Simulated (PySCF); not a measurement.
BeFI, SMILES [F][Be][I]. Atoms are numbered in the order given.

```xyz
3

Be     0.0000     0.0000    -1.5592
F      0.0000     0.0000    -2.9421
I      0.0000     0.0000     0.6173
```
Charge 0, spin multiplicity 1.

Geometry optimised at PBE-D3(BJ)/def2-TZVP. The def2 effective core potentials stand for the cores of I; spin–orbit coupling is left out.

Vertical ionisation energy (IE) and electron affinity (EA) in eV. Rows of orbital energies are one-electron estimates. Where ΔSCF, EOM or ADC give a negative EA the extra electron is unbound and the value depends on the basis.

| level | IE | EA |
|---|---|---|
| −ε(HOMO), −ε(LUMO), HF/def2-TZVPD (PySCF) | … | … |
| −ε(HOMO), −ε(LUMO), CAM-B3LYP/def2-TZVPD (PySCF) | 9.47 | 0.19 |

Problem. Fill in the missing entries. (An estimate is asked for; the answer gives what the named calculation found.)

Solution. 
- −ε(HOMO), −ε(LUMO), HF/def2-TZVPD (PySCF), IE: 10.73
- −ε(HOMO), −ε(LUMO), HF/def2-TZVPD (PySCF), EA: -0.91
